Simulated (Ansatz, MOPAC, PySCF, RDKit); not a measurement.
Noncovalent pair: CH4 (SMILES C) (first 5 atoms) with C3H6 (SMILES C=CC); geometry from B3LYP-D3(BJ)/def2-TZVP.
(charge 0, multiplicity 1):
| atom | x (Å) | y (Å) | z (Å) |
|---|---|---|---|
| C | -0.1534 | 0.0077 | 0.5017 |
| H | -1.1901 | -0.2810 | 0.6712 |
| H | 0.2313 | -0.5192 | -0.3707 |
| H | -0.1019 | 1.0818 | 0.3264 |
| H | 0.4421 | -0.2475 | 1.3765 |
| C | 0.8952 | -1.0104 | 4.3212 |
| C | 0.5085 | 0.2572 | 4.3874 |
| C | -0.8665 | 0.7558 | 4.0770 |
| H | 0.2090 | -1.7970 | 4.0271 |
| H | 1.9086 | -1.3083 | 4.5573 |
| H | 1.2333 | 1.0105 | 4.6856 |
| H | -0.8436 | 1.4818 | 3.2595 |
| H | -1.5311 | -0.0596 | 3.7892 |
| H | -1.3018 | 1.2669 | 4.9405 |

Counterpoise-corrected where a basis set is named; no monomer relaxation. Rows marked so take none.

Rows in STO-3G carry no dispersion term and start afresh at each structure. The state that PM7 reach isn't checked; PM7 holds dispersion and hydrogen-bond terms.

Run with Ansatz (Gaussian basis) for Hartree–Fock, density functionals and correlated methods; MOPAC for PM7 (differences of heats of formation); PySCF for STO-3G rows; RDKit for the force fields. 

Task: One of these levels gives 0.75 kcal/mol for the interaction energy. Which one is it?
A) HF/STO-3G (no counterpoise)
B) HF/aug-cc-pVDZ
C) PM7
D) MMFF94

Result: B, HF/aug-cc-pVDZ. The others give -0.34 (MMFF94), -1.04 (PM7), 0.28 (HF/STO-3G (no counterpoise))

Ansatz is a program for electronic structure.
